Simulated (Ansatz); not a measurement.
`C[CH2][In]([F])[Cl]` + H₂Se → `[F][In]([Cl])[SeH]` + `CC`  (ligand exchange at the In–C bond)

Isolated molecules relaxed with PBE0-D4/def2-TZVP in Ansatz; ΔE leaves out vibrations. CCSD(T)/CBS is the MP2 limit (def2-TZVPP, def2-QZVPP) plus CCSD(T) − MP2 in def2-TZVPP, frozen cores. This one scheme is used for every species. Functionals use def2-TZVPP. B3LYP here is the variant with VWN-RPA as its local correlation; programs differ in this. HSE06 is defined as in plane-wave codes. Elements past krypton have def2 core potentials. For In, Se outer-core shells are correlated without core-valence functions, which leaves a few kJ/mol of doubt a bond. Scalar relativity is left out up to krypton. One conformer a species, not always the lowest.

```tsv
level	ΔE (kJ/mol)	difference from CCSD(T)/CBS
LDA (SPW92)	-111.0	7.2
PBE-D4	-116.1	2.1
revPBE-D4	-115.1	3.1
BLYP-D4	-115.2	3.0
r2SCAN-D4	-121.5	-3.3
PBE0-D4	-121.7	-3.5
B3LYP-D4	-120.1	-1.9
r2SCANh-D4	-123.1	-4.9
r2SCAN0-D4	-125.3	-7.1
HSE06-D4	-121.9	-3.7
BHLYP-D4	-128.3	-10.1
CAM-B3LYP-D4	-118.8	-0.6
ωB97X-V	-118.8	-0.6
ωB97M-V	-118.6	-0.4
B2PLYP	-121.2	-3.0
PBE-QIDH	-123.7	-5.5
PBE	-117.2	1.0
revPBE	-118.2	0.0
BLYP	-117.7	0.5
r2SCAN	-122.1	-3.9
PBE0	-122.7	-4.5
r2SCANh	-123.6	-5.4
r2SCAN0	-125.8	-7.6
HSE06	-122.8	-4.6
BHLYP	-128.3	-10.1
CAM-B3LYP	-119.7	-1.5
LC-ωPBE	-119.3	-1.1
RPA@PBE/def2-TZVPP	-109.9	8.3
CCSD/def2-SVP	-124.5	-6.3
CCSD(T)/def2-SVP	-123.2	-5.0
HF/def2-TZVPP	-138.5	-20.3
MP2/def2-TZVPP	-116.6	1.6
SCS-MP2/def2-TZVPP	-117.1	1.1
CCSD/def2-TZVPP	-116.9	1.3
CCSD(T)/def2-TZVPP	-115.1	3.1
HF/def2-QZVPP	-138.2	-20.0
MP2/def2-QZVPP	-118.3	-0.1
SCS-MP2/def2-QZVPP	-118.6	-0.4
HF/CBS(def2)	-138.1	-19.9
CCSD/CBS(def2)	-120.0	-1.8
CCSD(T)/CBS	-118.2	0
```

Largest T1 diagnostic among the species: 0.013.

Leaving LDA and LC-ωPBE aside and taking each functional with its dispersion term where it has one, the values spread over 13.3 kJ/mol, from BHLYP-D4 to revPBE-D4. LDA lies +6.3 kJ/mol from PBE without D4. In def2-TZVPP, CCSD(T) changes the Hartree–Fock value by +23.4 kJ/mol (the triples alone add +1.8 kJ/mol) and MP2 by +21.9 kJ/mol. From PBE to PBE0 (25 % exact exchange), in def2-TZVPP and without D4, ΔE moves by −5.5 kJ/mol.
